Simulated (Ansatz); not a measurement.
Species: N-dichloroboranylpropan-2-amine, C₃H₈BCl₂N, charge 0, multiplicity 1. 
Coordinates optimised at B3LYP-D3(BJ)/def2-TZVP (Ansatz, an electronic-structure program):
```xyz
15

C     -2.4999    -0.4523     0.2219
C     -1.5605     0.4878     0.9745
C     -1.6202     1.9187     0.4436
N     -0.1777    -0.0286     1.0109
B      0.7347    -0.2725    -0.0014
Cl     2.3411    -0.9087     0.4290
Cl     0.3956     0.0139    -1.7180
H     -2.4492    -1.4603     0.6353
H     -2.2416    -0.5014    -0.8352
H     -3.5285    -0.0973     0.3051
H     -1.8812     0.5092     2.0186
H     -2.6366     2.3066     0.5299
H     -1.3281     1.9605    -0.6049
H     -0.9543     2.5690     1.0120
H      0.1491    -0.2369     1.9414
```
Charge 0, spin multiplicity 1.

Dipole moments at this geometry, in debye (magnitudes).

```tsv
level	program	dipole (D)
SVWN5/def2-TZVPD	Ansatz	3.25
revPBE/def2-TZVPD	Ansatz	?
B97M-V/def2-TZVPD	Ansatz	3.14
B3LYP/def2-TZVPD	Ansatz	3.23
PBE0/def2-TZVPD	Ansatz	3.23
HSE06/def2-TZVPD	Ansatz	3.23
CAM-B3LYP/def2-TZVPD	Ansatz	3.25
wB97M-V/def2-TZVPD	Ansatz	3.19
CCSD(T)/aug-cc-pV(D+d)Z	Ansatz	?
```

Some entries are withheld; supply them.


- revPBE/def2-TZVPD, dipole (D): 3.22
- CCSD(T)/aug-cc-pV(D+d)Z, dipole (D): 3.26
